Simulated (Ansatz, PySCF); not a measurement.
The pair A = NH3 (SMILES N) (first 4 atoms), B = N2 (SMILES N#N); geometry from B3LYP-D3(BJ)/def2-TZVP.
(charge 0, multiplicity 1):
```xyz
6

N     -0.0768    -0.1184    -0.3546
H      0.8808     0.1503    -0.5493
H     -0.6597     0.6904    -0.5370
H     -0.1392    -0.3191     0.6367
N     -0.0103    -0.0457     4.3515
N     -0.0688    -0.1840     3.2712
```

Correlated levels freeze the cores. Rows in 6-31G* carry no dispersion term and start afresh at each structure (6-31G* with six Cartesian d functions). MP2/6-31G* freezes PySCF's default core.

Programs: Ansatz (Gaussian orbitals); PySCF for 6-31G* rows. Each number belongs to the level named beside it.

Total energies (hartree), monomers frozen at their geometry in the pair:

```
structure                 HF/6-31G*    MP2/6-31G*  MP2/aug-cc-pVTZ
---------------------  ------------  ------------  ---------------
AB                     -165.1278147  -165.6070327     -165.8252935
A in the pair's basis   -56.1842952   -56.3546248      -56.4606460
B in the pair's basis  -108.9435975  -109.2518174     -109.3637825
A                       -56.1840280   -56.3541339      -56.4605138
B                      -108.9434204  -109.2512675     -109.3634773
```

**Question.** Work out the interaction energy without and with the counterpoise correction, and the superposition error, for each level.

**Answer.** 
E(AB) − E(A) − E(B), times 627.509 kcal/mol, with the monomers in their own basis and then in the pair's basis:
- HF/6-31G*: -0.23 uncorrected, 0.05 corrected; the monomers gain 0.28 kcal/mol from borrowed functions
- MP2/6-31G*: -1.02 uncorrected, -0.37 corrected; the monomers gain 0.65 kcal/mol from borrowed functions
- MP2/aug-cc-pVTZ: -0.82 uncorrected, -0.54 corrected; the monomers gain 0.27 kcal/mol from borrowed functions

Ansatz is a program for electronic structure.
